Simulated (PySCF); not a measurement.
**State search for GeCl⁺**

Unrestricted PBE0; PySCF, no relativity, basis sets Ge def2-SVP, Cl def2-SVP. Outer shells of the fragments: Ge+ 3d10 4s2 4p1; Cl 3s2 3p5.

Followed along the bond (rough minima from three points):

```tsv
2Ms+1	unpaired	⟨S²⟩ at the start	R at minimum (Å)	Te (eV)
1	none	0.00	2.08	0.00
3	σ ↑, π ↑	2.01	2.17	3.99
```

Solutions found at the starting distance of 2.230 Å, counted from the lowest of them; the search is not exhaustive and high or unbound solutions are not listed, so other states can lie among these:

```json
{"2Ms+1": "1", "unpaired": "none", "term": "¹Σ⁺", "E (eV)": "0.00", "⟨S²⟩": "0.00", "⟨Lz²⟩": "0.00", "μ (D)": "-3.10"}
{"2Ms+1": "3", "unpaired": "σ ↑, π ↑", "term": "³Π", "E (eV)": "3.79", "⟨S²⟩": "2.01", "⟨Lz²⟩": "1.00", "μ (D)": "-1.84"}
{"2Ms+1": "3", "unpaired": "π ↑↑", "term": "mixed", "E (eV)": "4.05", "⟨S²⟩": "2.01", "⟨Lz²⟩": "2.01", "μ (D)": "1.16"}
{"2Ms+1": "3", "unpaired": "π ↑↑", "term": "mixed", "E (eV)": "4.23", "⟨S²⟩": "2.01", "⟨Lz²⟩": "2.01", "μ (D)": "1.11"}
{"2Ms+1": "1", "unpaired": "π ↑↓", "term": "mixed", "E (eV)": "4.25", "⟨S²⟩": "1.01", "⟨Lz²⟩": "2.01", "μ (D)": "1.10"}
{"2Ms+1": "3", "unpaired": "σ ↑↑", "term": "³Σ⁺", "E (eV)": "6.45", "⟨S²⟩": "2.00", "⟨Lz²⟩": "0.00", "μ (D)": "-1.30"}
```

A term symbol is given only where ⟨S²⟩ and ⟨Lz²⟩ are close to those of a pure state; real π, δ and φ orbitals otherwise mix terms. A positive dipole points towards Cl; it is taken about the centre of mass and depends on that origin.

Compare the gap between the two lowest followed solutions at the starting distance with the gap between their minima.

At PBE0 the second solution (triplet, unpaired electrons σ ↑, π ↑) lies +3.79 eV from the first (singlet, closed shell) at 2.230 Å and +3.99 eV at the minima; the two curves relax by different amounts, since their minima lie near 2.17 and 2.08 Å.

Counting both spins, an empty level lies below a filled one in some of these solutions, because spin and occupation are held.
